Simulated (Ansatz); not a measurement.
Total energies of CH4BrNSn.

Z-matrix (Å, degrees):
```
Sn
N 1 2.335
Br 1 2.595 2 83.1
H 1 1.778 2 83.9 3 -93.7
C 2 1.260 1 132.8 3 -149.6
H 2 1.019 1 110.8 3 23.6
H 5 1.089 2 119.2 1 -5.5
H 5 1.090 2 122.7 1 174.5
```

Total charge 0; spin multiplicity 1. Correlated methods include outer-core shells of Br, Sn, which these sets cover unevenly. Scalar relativity is left out up to krypton. Sn takes the def2 core potential. The bonds changed during the relaxation, so this is another structure than the one it started from. The structure was optimised at the PBE0-D4/def2-TZVP level. Basis def2-TZVPP, Ansatz.

RPA on PBE orbitals: Hartree–Fock energy of these orbitals -2880.43268 Eh, correlation -1.45700 Eh (frozen core).

```json
{"functional": "PBE", "energy without D4 (Eh)": "-2883.28510", "D4 term (kJ/mol)": "-19.1"}
{"functional": "revPBE", "energy without D4 (Eh)": "-2883.59295", "D4 term (kJ/mol)": "-50.4"}
{"functional": "B97M-V", "energy without D4 (Eh)": "-2883.32340", "D4 term (kJ/mol)": "–"}
{"functional": "B3LYP", "energy without D4 (Eh)": "-2883.90409", "D4 term (kJ/mol)": "-31.2"}
{"functional": "r2SCANh", "energy without D4 (Eh)": "-2883.78580", "D4 term (kJ/mol)": "-4.8"}
{"functional": "BHLYP", "energy without D4 (Eh)": "-2883.65802", "D4 term (kJ/mol)": "-27.6"}
{"functional": "LC-ωPBE", "energy without D4 (Eh)": "-2883.40028", "D4 term (kJ/mol)": "–"}
{"functional": "ωB97M-V", "energy without D4 (Eh)": "-2883.55943", "D4 term (kJ/mol)": "–"}
{"functional": "B2PLYP", "energy without D4 (Eh)": "-2883.12371", "D4 term (kJ/mol)": "–"}
{"functional": "PBE-QIDH", "energy without D4 (Eh)": "-2882.86367", "D4 term (kJ/mol)": "–"}
```

Q: Give the same for LDA (SPW92), BLYP, r2SCAN, PBE0, r2SCAN0, HSE06 (plane-wave form), CAM-B3LYP, ωB97X-V. (Best estimate.)

A: Computed: 
```csv
functional,energy without D4 (Eh),D4 term (kJ/mol)
LDA (SPW92),-2879.06891,–
BLYP,-2883.73701,-40.8
r2SCAN,-2883.80402,-4.4
PBE0,-2883.38688,-16.3
r2SCAN0,-2883.75989,-5.4
HSE06 (plane-wave form),-2883.38461,-15.4
CAM-B3LYP,-2883.85593,-16.9
ωB97X-V,-2883.50662,–
```

B3LYP takes the VWN-RPA correlation (the form of Gaussian; ORCA's B3LYP/G). HSE06 is the plane-wave form, built on full-range PBE exchange. The double hybrids freeze the cores in their second-order part.

LC-ωPBE has ω = 0.4 bohr⁻¹.
